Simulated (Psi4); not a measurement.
Psi4 input (wB97X-D/6-311+G**):

```
memory 1500 MB

molecule {
0 2
Cl    2.32471200   -1.35496700   -0.08387100
Si    1.11773900    0.30499900    0.24505100
Si   -1.11043700   -0.31045300   -0.14414700
Cl   -2.25481000    1.40407300    0.07748500
H     1.59422300    1.38993400   -0.65326600
H    -1.33684500   -0.84286700   -1.50700500
H    -1.54794400   -1.30552800    0.85618600
symmetry c1
no_reorient
no_com
}

set {
  basis 6-311+G**
  reference uks
  scf_type df
  df_basis_scf def2-universal-jkfit
  dft_radial_points 99
  dft_spherical_points 590
  e_convergence 1e-8
  d_convergence 1e-7
  maxiter 150
}

e = energy('wb97x-d')
print_out(f'\nFINAL {e:.10f} DIPOLE {variable("CURRENT DIPOLE")[0]:.6f} {variable("CURRENT DIPOLE")[1]:.6f} {variable("CURRENT DIPOLE")[2]:.6f}\n')
```

From the output:

```
      87A      0.987952    88A      0.993806    89A      1.010076
      90A      1.021597    91A      1.052025    92A      1.058426
      93A      1.255479    94A      1.275773    95A      1.292411
      96A      1.313266    97A      1.361887    98A      1.404580
      99A      1.448892   100A      1.456810   101A      1.469636
     102A      1.528630   103A      1.559011   104A      1.596652
     105A      1.644134   106A      1.699665   107A      2.026046
     108A      2.089042   109A      2.182035   110A      2.348739
     111A      2.366619   112A      2.373376   113A      2.383956
     114A      2.473175   115A      2.486634   116A      2.657686
     117A      2.711687   118A      2.747235   119A      5.529095
     120A      5.625525   121A      9.776567   122A      9.793870
     123A     11.397764   124A     11.434636   125A     11.467182
     126A     11.485302   127A     11.507800   128A     11.509168
     129A     25.935225   130A     25.972201   131A     25.981801
     132A     26.043816   133A     26.288830   134A     26.316905
     135A    141.026277   136A    141.148065   137A    215.848803
     138A    215.867534

    Final Occupation by Irrep:
              A
    DOCC [    32 ]
    SOCC [     1 ]
    NA   [    33 ]
    NB   [    32 ]

  @DF-UKS Final Energy: -1501.25556289170277

   => Energetics <=

    Nuclear Repulsion Energy =            303.2442687925744735
    One-Electron Energy =               -2679.5716657317743739
    Two-Electron Energy =                 947.5014665757819330
    DFT Exchange-Correlation Energy =     -72.4271773990428471
    Empirical Dispersion Energy =          -0.0024551292419698
    VV10 Nonlocal Energy =                  0.0000000000000000
    Total Energy =                      -1501.2555628917027661

  UHF NO Occupations:
  HONO-2 :   31  A 1.9998596
  HONO-1 :   32  A 1.9991208
  HONO-0 :   33  A 1.0000000
  LUNO+0 :   34  A 0.0008792
  LUNO+1 :   35  A 0.0001404
  LUNO+2 :   36  A 0.0000995
  LUNO+3 :   37  A 0.0000593

Computation Completed

Properties will be evaluated at   0.000000,   0.000000,   0.000000 [a0]

Properties computed using the SCF density matrix

 Multipole Moments:

 ------------------------------------------------------------------------------------
     Multipole            Electronic (a.u.)      Nuclear  (a.u.)        Total (a.u.)
 ------------------------------------------------------------------------------------

 L = 1.  Multiply by 2.5417464519 to convert [e a0] to [Debye]
 Dipole X            :         -0.0300557           -0.0000076           -0.0300633
 Dipole Y            :         -0.0582289           -0.0000283           -0.0582573
 Dipole Z            :         -0.0101800            0.0000170           -0.0101630
 Magnitude           :                                                    0.0663400

 ------------------------------------------------------------------------------------

FINAL -1501.2555628917 DIPOLE -0.030063 -0.058257 -0.010163

*** Psi4 exiting successfully. Buy a developer a beer!
```

The geometry given is a B3LYP-D3(BJ)/def2-TZVP minimum.
